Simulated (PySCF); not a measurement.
**NMR data sheet: CH₁₀FNSi₃**

| Property | Result |
| --- | --- |
| Formula | CH10FNSi3 |
| SMILES | C[Si@H](F)N([SiH3])[SiH3] |
| Point group of the computed structure | C1 |
| Degrees of unsaturation | 0 |
| Carbon signals | 1 |
| Proton signals | 3 |

Atoms are numbered as in `[CH3:1][Si@H:2]([F:3])[N:4]([SiH3:5])[SiH3:6]`. Each H is labelled by its parent atom.

[PySCF 2.14: coordinates at the GFN2-xTB level; σ from GIAO-PBE0/pcSseg-1; one conformer; gas phase; non-relativistic Hamiltonian; one averaged value for each set of equivalent atoms]

Referencing at the same level of theory: ¹H (31.72 ppm) and ¹³C (186.93 ppm) and ²⁹Si (349.16 ppm) vs TMS; ¹⁹F (170.95 ppm) against CFCl3; ¹⁵N (267.73 ppm) against NH3.

| carbon | δC, type | δH (multiplicity) | HMBC from (2–3 bonds) | span of the C tensor (ppm) |
| --- | --- | --- | --- | --- |
| C1 | 1.6, CH3 | 0.34 (m) | H(Si2) | 17 |

Other nuclei:
```tsv
atoms	nucleus	environment	δ (ppm)	σ (ppm)
H(Si2)	¹H	hydrogen on a silicon bonded to C, F, N	5.31	26.40
H(Si5)/H(Si6)	¹H	hydrogen on a silicon bonded to N	4.72	26.99
F3	¹⁹F	fluorine bonded to Si	-177.9	348.9
Si2	²⁹Si	silicon bonded to C, F, N, H	3.5	345.7
Si5/Si6	²⁹Si	silicon bonded to N, 3 H	-55.0	404.2
N4	¹⁵N	nitrogen bonded to 3 Si	3.5	264.2
```

- δC 1.6: methyl carbon bonded to Si; an electropositive neighbour leaves it electron-rich and shielded.
- δH 5.31: hydrogen on a silicon bonded to C, F, N.
- δH 4.72: hydrogen on a silicon bonded to N.
- δH 0.34: hydrogen on a methyl carbon bonded to Si; an electropositive neighbour shields it, as in TMS itself.

Splittings by ¹⁹F in the carbon and heteronuclear signals aren't shown, as no couplings were computed. Shifts are as computed. Against solution values, carbons near 30 ppm lie about +3 ppm off and those near 130 ppm about +5 ppm. Of 1211 compounds with measured shifts, 218 miss one by over three times the rms of a fit or turn the order of signals round; such compounds aren't used in these exercises. Unscaled 19F shifts against computed CFCl3 carry errors that often reach 10 to 50 ppm. Experimental scales use liquid or dissolved standards, which lie at an offset from isolated NH3 (liquid NH3: subtract about 20 ppm). No couplings were computed; multiplicities are counted from neighbouring protons, with m where these are inequivalent, close in shift, in a saturated or five-membered ring or joined by F or P, and br s for small geminal =CH2 splittings.
